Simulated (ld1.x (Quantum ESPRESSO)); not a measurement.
u(r) = r·R(r): atom against pseudo-atom (sulfur (S))

Columns: radius, all-electron u(r) and pseudo u(r) of the 3s shell (level -17.41 eV) of sulfur in the configuration [Ne] 3s1.75 3p4.25; revPBE, scalar-relativistic, ultrasoft scheme, ld1.x (Quantum ESPRESSO) 7.5.

```tsv
r (bohr)	all-electron	pseudo
0.090	0.1398	0.0242
0.180	-0.1833	0.0522
0.270	-0.3777	0.0875
0.360	-0.3944	0.1326
0.450	-0.2900	0.1887
0.540	-0.1236	0.2559
0.630	0.0626	0.3326
0.720	0.2427	0.4160
0.810	0.4032	0.5024
0.900	0.5377	0.5870
0.990	0.6455	0.6654
1.080	0.7275	0.7329
1.170	0.7853	0.7859
1.260	0.8218	0.8218
1.350	0.8399	0.8399
1.440	0.8428	0.8428
1.530	0.8333	0.8333
1.620	0.8142	0.8142
1.710	0.7878	0.7878
1.800	0.7561	0.7561
1.890	0.7206	0.7206
1.980	0.6828	0.6828
2.070	0.6438	0.6438
2.160	0.6044	0.6044
2.250	0.5652	0.5652
2.340	0.5269	0.5269
```

Question: How many radial nodes do the two functions have?

Answer: The all-electron 3s function has n − l − 1 = 2; the pseudo-wave has 0, since the states of the same l below it are removed with the core.

Question: At about which radius was the pseudo-wave matched?

Answer: 1.25 bohr, where the columns begin to agree (steps of 0.09 bohr).

Question: Is the pseudo-wave norm-conserving?

Answer: No, it belongs to an ultrasoft set: the norm inside the radius is not constrained, and the difference is carried by the augmentation charge.
